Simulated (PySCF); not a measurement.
## Computed structure and properties of [La(PH3)2]3+

System: [La(PH3)2]3+ (singlet); start: displaced along the imaginary mode (Cs). Method: PySCF 2.14.0, RKS B3LYP, La lcecp-1-SVP with ECP46, P def2-SVP, H def2-SVP; non-relativistic Hamiltonian with scalar-relativistic core potentials where named; density fitting; no spin-orbit coupling.

Input of the relaxation:

```python
mol = gto.M(atom='''
La    -0.11639     0.01970     0.00000
P      0.23721    -0.04015     3.18741
H      1.53657    -0.04092     3.76008
H     -0.40250     1.07492     3.79702
H     -0.40308    -1.15773     3.79044
P      0.23721    -0.04015    -3.18741
H      1.53657    -0.04092    -3.76008
H     -0.40308    -1.15773    -3.79044
H     -0.40250     1.07492    -3.79702''',
    basis={'La': 'lcecp-1-SVP', 'P': 'def2-SVP', 'H': 'def2-SVP'},
    ecp={'La': 'lcecp-1-SVP'},
    charge=3, spin=0)
mf = dft.RKS(mol, xc='B3LYP')
mf.grids.atom_grid = (50, 194)  # f atoms: unpruned, at least (60, 302)
mf = mf.density_fit()  # fitting sets: La AutoAux, P def2-universal-JKFIT, H def2-universal-JKFIT
mf.conv_tol = 1e-08; mf.max_cycle = 55
mf.kernel(dm0)  # dm0: converged density of the start geometry
# quasi-Newton relaxation in Cartesian coordinates to a largest gradient under 0.00045 Eh/bohr, steps kept in the point group
```

Run from Python with OMP_NUM_THREADS=2; the lines above give its settings. Where DIIS fails, smearing, a level shift and second-order steps follow.
It took 79 s on 2 threads of AMD EPYC 7R43 64-Core Processor (Zen 3), with other jobs on the host, from the converged density of the start.

Course of the relaxation:

```tsv
step	energy above end (eV)	largest force component within the symmetry (eV/Å)
0	0.3982	0.278
1	0.3502	0.307
2	0.2972	0.281
3	0.2079	0.125
4	0.1576	0.223
5	0.1246	0.228
6	0.0643	0.124
7	0.0312	0.281
8	0.0180	0.148
9	0.0096	0.174
10	0.0060	0.119
11	0.0019	0.046
12	0.0003	0.028
13	0.0000	0.022
14	0.0000	0.006
```

Relaxed geometry (Cs):

```xyz
9

La   -1.4354    0.2828    0.0000
P     0.1897   -0.0314    2.6346
H     1.6014   -0.0353    2.4741
H    -0.0651    1.0050    3.5741
H    -0.0983   -1.2337    3.3367
P     0.1897   -0.0314   -2.6346
H     1.6014   -0.0353   -2.4741
H    -0.0983   -1.2337   -3.3367
H    -0.0651    1.0050   -3.5741
```

| contact | Å |
| --- | --- |
| La1–P2 (PH3) | 3.111 |
| La1–P6 (PH3) | 3.111 |

On the finer grid (75, 302):

```json
{
  "HOMO": "-21.57 eV",
  "LUMO": "-17.32 eV",
  "Dipole about the centre of mass": "0.97 D",
  "Set of Mulliken populations of La1 outside the core potential": "s 2.22, p 6.10, d 0.72, f 0.01",
  "D3(BJ) dispersion energy (not in the energies)": "-0.460 eV"
}
```

| atom | Mulliken (e) | Löwdin (e) | spin (e) |
| --- | --- | --- | --- |
| La1 | 1.95 | 1.60 | 0.00 |
| P2 | -0.02 | 0.49 | 0.00 |
| H3 | 0.18 | 0.07 | 0.00 |
| H4 | 0.19 | 0.07 | 0.00 |
| H5 | 0.19 | 0.07 | 0.00 |
| P6 | -0.02 | 0.49 | 0.00 |
| H7 | 0.18 | 0.07 | 0.00 |
| H8 | 0.19 | 0.07 | 0.00 |
| H9 | 0.19 | 0.07 | 0.00 |

The large-core potential holds the 4f shell empty.

On the grid (50, 194), as all that follows. Harmonic modes: a minimum within the noise of the softest modes; lowest 1 cm⁻¹ (negative: unstable), highest 2448 cm⁻¹, zero-point energy 1.405 eV.

Taking off one PH3 (charge 0, singlet; the rest: singlet) in vacuum, both parts rigid, costs 3.55 eV; the small basis without counterpoise inflates it. Parting with an electron moved from the ligand to the metal can be far cheaper, even downhill.

Rigid scan of PH3 along the line from its metal:

distance to P2 (Å), energy (eV) and a bar:
```
     2.81      0.244 ##############################
     2.91      0.097 ############
     3.01      0.022 ###
     3.11      0.000 
     3.21      0.018 ##
     3.31      0.064 ########
     3.51      0.210 ##########################
```

One start shape was tried, so this needn't be the lowest isomer.
